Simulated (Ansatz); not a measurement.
Basis-set series for CH$_{5}$AlOSi. Charge 0, multiplicity 1. The bonds changed during the relaxation, so this is another structure than the one it started from. All single points use the PBE0-D4/def2-TZVP geometry. It is one conformer, not always the lowest.

Cartesian coordinates in Å:
```
O -0.598 -0.010 -1.313
C -0.452 0.633 0.088
Al 1.224 -0.109 -0.603
Si -0.044 -0.830 1.211
H -0.697 0.712 -1.945
H -1.170 1.438 0.197
H 2.362 0.310 -1.614
H -1.025 -1.924 1.485
H 0.400 -0.221 2.493
```

```
functional       basis  functions  energy (Eh)  HOMO (eV)  LUMO (eV)
   PBE0-D4    def2-SVP         89   -647.56563      -5.96      -0.61
   PBE0-D4  def2-TZVPP        216   -647.88942      -5.98      -0.80
   ωB97M-V    def2-SVP         89   -647.83656      -7.96       1.13
   ωB97M-V  def2-TZVPP        216   -648.16413      -8.02       0.81
```

Task: Give the rows for def2-QZVPP. (Best estimate.)

Result: The calculation gave: 
```csv
functional,basis,functions,energy (Eh),HOMO (eV),LUMO (eV)
PBE0-D4,def2-QZVPP,404,-647.91295,-6.00,-0.91
ωB97M-V,def2-QZVPP,404,-648.18657,-8.04,0.44
```

Positive LUMOs are unbound and depend on the basis.

Computed with Ansatz.
